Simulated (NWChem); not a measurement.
**Ionisation of H₃Si₂**

```xyz
5

Si    -0.5138    -1.1218     0.0335
Si     0.3584     0.9844    -0.0358
H      0.8872    -1.6877    -0.2196
H      1.7712     1.3878     0.2658
H     -0.4817     2.2240    -0.0139
```
Charge 0, spin multiplicity 2.

Everything below was run with NWChem. The geometry was optimised at UPBE0/def2-SVP, a minimum by its harmonic frequencies. It is one conformer; others weren't searched.

Basis set: def2-TZVPD. The species with one electron less has spin multiplicity 1 and keeps the geometry of the parent. Δ marks differences of total energies (open shells unrestricted). −ε marks an orbital energy of the parent. That orbital need not have the symmetry of the hole or added electron in the Δ rows. That singlet is a closed-shell solution.

B3LYP has NWChem's definition, with VWN1-RPA local correlation. This spin state was chosen for the runs; another may lie lower. The structure started from a generated list of species. The stability of the SCF solutions was not checked.

Problem. Order these methods by the first vertical ionisation energy they give, lowest first: −ε(alpha HOMO) of PBE, −ε(alpha HOMO) of B3LYP, −ε(alpha HOMO) of BHandHLYP, ΔB3LYP, ΔBHandHLYP.

Solution. −ε(alpha HOMO) of PBE (5.66 eV), −ε(alpha HOMO) of B3LYP (6.21 eV), −ε(alpha HOMO) of BHandHLYP (7.10 eV), ΔBHandHLYP (8.26 eV), ΔB3LYP (8.42 eV)
